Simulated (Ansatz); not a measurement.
CrN₃H₆⁺, that is Cr(NH2)3 with one electron fewer. Total charge 1; triplet. Geometry r2SCAN-D4/def2-SVP, that of the neutral quartet; atoms count from 1.

```tsv
atom	x (Å)	y (Å)	z (Å)
Cr1	0.0002	0.0002	0.0002
N2	1.1865	0.3741	-1.3474
H3	1.6361	1.2751	-1.5056
H4	1.5009	-0.2861	-2.0577
N5	0.4632	-1.1748	1.3300
H6	0.0360	-2.0867	1.4876
H7	1.1883	-1.0195	2.0294
N8	-1.6495	0.8006	0.0175
H9	-2.3910	0.6403	-0.6634
H10	-1.9708	1.4768	0.7093
```

The charge 1 triplet is spin-contaminated (final ⟨S²⟩ up to 3.25, 2.00 for a pure state).

(1) Estimate the Mulliken populations from the PBE0/def2-TZVP orbitals of Ansatz.

(2) Where does the spin sit?

(3) And the Mayer bond orders between heavy atoms (over 0.3)?

## Answers

(1) 
```csv
atom,charge (e),spin (α − β),d electrons
Cr1,1.20,3.67,4.38
N2,-0.65,-0.61,–
H3,0.29,0.03,–
H4,0.29,0.03,–
N5,-0.65,-0.61,–
H6,0.29,0.03,–
H7,0.29,0.03,–
N8,-0.65,-0.61,–
H9,0.29,0.03,–
H10,0.29,0.03,–
```
Mulliken values depend strongly on the basis.

(2) Summed by element: Cr 3.67, N -1.82, H 0.16, of 2 unpaired in all. Largest on single atoms: Cr1 3.67, N2 -0.61, N5 -0.61.

(3) Cr1–N2 0.86 (1.83 Å); Cr1–N5 0.86 (1.83 Å); Cr1–N8 0.86 (1.83 Å).
